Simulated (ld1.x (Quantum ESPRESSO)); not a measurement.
**What one change does to a pseudopotential (P (Z = 15), ultrasoft)**

```json
{"Element": "P (Z = 15)", "Generator": "ld1.x (Quantum ESPRESSO) 7.5", "Type": "ultrasoft", "Functional": "PBEsol", "Relativity": "non-relativistic", "Frozen core": "[Ne]", "Valence charge": "5", "Reference configuration": "3s1.5 3p3.5", "Partial waves": "3s (bound): rcut 1.50, rcutus 1.60 bohr; 3s channel at -0.25 Ry: rcut 1.50, rcutus 1.60 bohr; 3p (bound): rcut 1.45, rcutus 2.00 bohr; 3p channel at 3.5 Ry: rcut 1.45, rcutus 2.00 bohr", "Local potential": "all-electron potential smoothed inside 1.60 bohr (lloc = -1)", "Core correction": "none", "Augmentation charge": "built from norm-conserving waves at rcut, not smoothed further"}
```

Change: functional PBE.

Cutoffs: the cutoffs (Ry, on a coarse ladder) from which the occupation-weighted sum of valence levels, in a spherical-Bessel basis at the reference potential, stays within 10 and 1 mRy of its value at 400 Ry; they do not see the model core or the augmentation charge, which bear on the density cutoff. Errors are all-electron minus pseudo energies relative to the spin-unpolarised reference configuration.

**Question.** What does the change do?

**Answer.** The potential gets neither clearly harder nor softer (15 Ry and 21 Ry → 15 Ry and 21 Ry); of the 7 tests that both files solve, the error grows in 0 and shrinks in 3 by more than 15 % and 0.3 meV (median size 0.7 → 0.4 meV); neither file shows a bound ghost.

```csv
quantity,base,changed
"cutoff, loose",15 Ry,15 Ry
"cutoff, tight",21 Ry,21 Ry
bound ghosts,none,none
"error for 3s2 3p3, meV [ΔE -4.19 → -4.21 eV]",+0.4,+0.3
"error for 3s2 3p2, meV [ΔE 5.52 → 5.54 eV]",+0.7,-0.3
"error for 3s2 3p1, meV [ΔE 24.64 → 24.69 eV]",+9.2,+1.4
"error for 3s1 3p4, meV [ΔE 4.23 → 4.24 eV]",+0.4,+0.3
"error for 3s2 3p3.3, meV [ΔE -5.50 → -5.52 eV]",+0.6,+0.4
"error for 3s0 3p5, meV [ΔE 12.78 → 12.82 eV]",+2.4,+2.4
"error for 3s2 3p0, meV [ΔE 54.36 → 54.44 eV]",+48,+23
s: phases at 2.19 bohr within 0.05 rad from the reference energy up to (Ry; the scan ends near 5),4.3,4.3
p: phases at 2.19 bohr within 0.05 rad from the reference energy up to (Ry; the scan ends near 5),to the end of the scan,to the end of the scan
lowest overlap eigenvalue by channel,"s 0.35, p 0.64","s 0.35, p 0.65"
```
